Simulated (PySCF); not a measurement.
HClZn (SMILES [Cl][ZnH]), singlet, at a GFN2-xTB geometry (such geometries of metal compounds can be far from the true shape); PySCF with PBE/6-31G*, TDA.

The PySCF input:
```python
from pyscf import gto, scf, dft, tdscf

mol = gto.Mole()
mol.atom = '''
    Zn   -0.000000   -0.000000   -0.698692
    H    -0.000000   -0.000000   -2.181560
    Cl    0.000000    0.000000    1.361313
'''
mol.basis = '6-31g*'
mol.charge = 0
mol.spin = 0
mol.verbose = 4
mol.build()

mf = dft.RKS(mol)
mf.xc = 'pbe'
mf.kernel()
td = mf.TDA()
td.nstates = 5
td.kernel()
td.analyze()
```

The log (banner, timings and long lists left out):

```
PySCF version 2.14.0

[INPUT] verbose = 4
[INPUT] num. atoms = 3
[INPUT] num. electrons = 48
[INPUT] charge = 0
[INPUT] spin (= nelec alpha-beta = 2S) = 0
[INPUT] symmetry False subgroup None
[INPUT] Mole.unit = angstrom
[INPUT] Symbol           X                Y                Z      unit          X                Y                Z       unit  Magmom
[INPUT]  1 Zn     0.000000000000   0.000000000000  -0.698692000000 AA    0.000000000000   0.000000000000  -1.320336525425 Bohr   0.0
[INPUT]  2 H      0.000000000000   0.000000000000  -2.181560000000 AA    0.000000000000   0.000000000000  -4.122550924306 Bohr   0.0
[INPUT]  3 Cl     0.000000000000   0.000000000000   1.361313000000 AA    0.000000000000   0.000000000000   2.572508739810 Bohr   0.0

nuclear repulsion = 144.254578720541
number of shells = 22
number of NR pGTOs = 152
number of NR cGTOs = 54
basis = 6-31g*
ecp = {}

******** <class 'pyscf.dft.rks.RKS'> ********
method = RKS
initial guess = minao
damping factor = 0
level_shift factor = 0
DIIS = <class 'pyscf.scf.diis.CDIIS'>
diis_start_cycle = 1
diis_space = 8
diis_damp = 0
SCF conv_tol = 1e-09
SCF conv_tol_grad = None
SCF max_cycles = 50
direct_scf = True
direct_scf_tol = 1e-13
XC library pyscf.dft.libxc version 7.1.2
    S. Lehtola, C. Steigemann, M. J. T. Oliveira, and M. A. L. Marques,  SoftwareX 7, 1–5 (2018)
XC functionals = pbe
    J. P. Perdew, K. Burke, and M. Ernzerhof,  Phys. Rev. Lett. 77, 3865 (1996)
    J. P. Perdew, K. Burke, and M. Ernzerhof,  Phys. Rev. Lett. 78, 1396 (1997)
    J. P. Perdew, K. Burke, and M. Ernzerhof,  Phys. Rev. Lett. 77, 3865 (1996)
    J. P. Perdew, K. Burke, and M. Ernzerhof,  Phys. Rev. Lett. 78, 1396 (1997)
radial grids:
    Treutler-Ahlrichs [JCP 102, 346 (1995); DOI:10.1063/1.469408] (M4) radial grids

becke partition: Becke, JCP 88, 2547 (1988); DOI:10.1063/1.454033
pruning grids: <function nwchem_prune>
grids dens level: 3
symmetrized grids: False
atomic radii adjust function: <function treutler_atomic_radii_adjust>
small_rho_cutoff = 0
Set gradient conv threshold to 3.16228e-05
Initial guess from minao.
tot grids = 49328
init E= -2239.08373620131
  HOMO = -0.291662622714524  LUMO = -0.0459169392535323  gap/eV = 6.68708
cycle= 1 E= -2239.3539272894  delta_E= -0.27  |g|= 0.452  |ddm|= 1.54
  HOMO = -0.208847048638151  LUMO = -0.0506804982818397  gap/eV = 4.30393
cycle= 2 E= -2239.22621477354  delta_E= 0.128  |g|= 0.899  |ddm|= 1.34
  HOMO = -0.280330343422003  LUMO = -0.0413798369919494  gap/eV = 6.50217
cycle= 3 E= -2239.40172462321  delta_E= -0.176  |g|= 0.054  |ddm|= 0.875
  HOMO = -0.269152857894298  LUMO = -0.0417192668845835  gap/eV = 6.18878
cycle= 4 E= -2239.40260204254  delta_E= -0.000877  |g|= 0.0333  |ddm|= 0.118
  HOMO = -0.274236712295565  LUMO = -0.0416345271785524  gap/eV = 6.32943
cycle= 5 E= -2239.40294872136  delta_E= -0.000347  |g|= 0.00776  |ddm|= 0.0428
  HOMO = -0.273624189723008  LUMO = -0.0413874378964958  gap/eV = 6.31948
cycle= 6 E= -2239.40296253232  delta_E= -1.38e-05  |g|= 0.000983  |ddm|= 0.00909
  HOMO = -0.27373455732351  LUMO = -0.0413306947984992  gap/eV = 6.32403
cycle= 7 E= -2239.40296282823  delta_E= -2.96e-07  |g|= 0.00027  |ddm|= 0.00149
  HOMO = -0.273772353887085  LUMO = -0.0413432086583128  gap/eV = 6.32472
cycle= 8 E= -2239.40296284704  delta_E= -1.88e-08  |g|= 1.37e-05  |ddm|= 0.000307
  HOMO = -0.27377219326618  LUMO = -0.041344458289582  gap/eV = 6.32468
cycle= 9 E= -2239.40296284711  delta_E= -7.28e-11  |g|= 2.41e-06  |ddm|= 2.78e-05
  HOMO = -0.273771242501302  LUMO = -0.0413440304742941  gap/eV = 6.32467
Extra cycle  E= -2239.40296284711  delta_E= 5.91e-12  |g|= 4.21e-06  |ddm|= 6.85e-06
converged SCF energy = -2239.40296284711

******** <class 'pyscf.tdscf.rks.TDA'> for <class 'pyscf.dft.rks.RKS'> ********
nstates = 5 singlet
deg_eia_thresh = 1.000e-03
wfnsym = None
conv_tol = 1e-05
eigh lindep = 1e-12
eigh level_shift = 0
eigh max_cycle = 100

Excitation energies (eV)
[6.32466659 6.3728137  6.37281586 6.68637613 6.68637613]

** Singlet excitation energies and oscillator strengths **
Excited State   1:      6.32467 eV    196.03 nm  f=0.0000
      23 -> 25        0.49685
      24 -> 26       -0.49685
Excited State   2:      6.37281 eV    194.55 nm  f=0.0000
      23 -> 25       -0.46577
      23 -> 26        0.18166
      24 -> 25       -0.18166
      24 -> 26       -0.46577
Excited State   3:      6.37282 eV    194.55 nm  f=0.0000
      23 -> 25       -0.18166
      23 -> 26       -0.46577
      24 -> 25        0.46577
      24 -> 26       -0.18166
Excited State   4:      6.68638 eV    185.43 nm  f=0.0301
      24 -> 27       -0.69817
Excited State   5:      6.68638 eV    185.43 nm  f=0.0301
      23 -> 27       -0.69817

** Transition electric dipole moments (AU) **
state          X           Y           Z        Dip. S.      Osc.
  1         0.0000      0.0000     -0.0000      0.0000      0.0000
  2        -0.0000      0.0000      0.0000      0.0000      0.0000
  3        -0.0000     -0.0000     -0.0000      0.0000      0.0000
  4        -0.4225     -0.0742      0.0000      0.1840      0.0301
  5         0.0742     -0.4225     -0.0000      0.1840      0.0301

** Transition velocity dipole moments (imaginary part, AU) **
state          X           Y           Z        Dip. S.      Osc.
  1         0.0000      0.0000      0.0000      0.0000      0.0000
  2        -0.0000     -0.0000      0.0000      0.0000      0.0000
  3        -0.0000     -0.0000     -0.0000      0.0000      0.0000
  4        -0.1050     -0.0184      0.0000      0.0114      0.0308
  5         0.0184     -0.1050     -0.0000      0.0114      0.0308

** Transition magnetic dipole moments (imaginary part, AU) **
state          X           Y           Z
  1        -0.0000      0.0000     -0.0000
  2        -0.0000     -0.0000     -0.0000
  3         0.0000     -0.0000     -0.0000
  4        -0.0794      0.4521      0.0000
  5        -0.4521     -0.0794      0.0000
```
